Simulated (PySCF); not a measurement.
**Stretching SrO**

Set-up: Sr x2c-TZVPPall, O x2c-TZVPPall; spin-free X2C with a Gaussian nucleus (PySCF 2.14). Energies in eV from Sr + O in their ground configurations at the same level. State: ¹Σ⁺ (singlet), closed shell.

All columns are PBE0. A positive dipole means Sr(−)O(+).

| R (Å) | E (eV) | μ (D) | Mulliken charge on Sr (basis-dependent) | HOMO (eV) | LUMO (eV) | Mayer bond order | ⟨S²⟩ |
| --- | --- | --- | --- | --- | --- | --- | --- |
| 1.633 | -2.957 | -6.27 | 0.56 | -4.64 | -1.20 | 2.21 | 0.00 |
| 1.709 | -3.652 | -7.09 | 0.62 | -4.63 | -1.34 | 2.15 | 0.00 |
| 1.785 | -4.047 | -7.81 | 0.67 | -4.61 | -1.49 | 2.10 | 0.00 |
| 1.842 | -4.190 | -8.29 | 0.70 | -4.59 | -1.60 | 2.06 | 0.00 |
| 1.899 | -4.231 | -8.72 | 0.73 | -4.57 | -1.70 | 2.03 | 0.00 |
| 1.956 | -4.191 | -9.09 | 0.75 | -4.56 | -1.81 | 2.01 | 0.00 |
| 2.032 | -4.043 | -9.52 | 0.77 | -4.55 | -1.95 | 1.99 | 0.00 |
| 2.127 | -3.752 | -9.93 | 0.78 | -4.48 | -2.11 | 1.97 | 0.00 |
| 2.241 | -3.309 | -10.29 | 0.77 | -4.37 | -2.28 | 1.97 | 0.00 |
| 2.393 | -2.656 | -10.56 | 0.74 | -4.33 | -2.48 | 1.95 | 0.00 |

A fit through these points gives, at Re = 1.897 Å, μ = -8.71 D and dμ/dR = -7.05 D/Å; the reduced mass is 13.53 u.

How strong is the fundamental in the double-harmonic approximation, I = 42.26·(dμ/dR)²/μred km/mol?

I = 42.26·(-7.05)²/13.53 = 155 km/mol at PBE0.
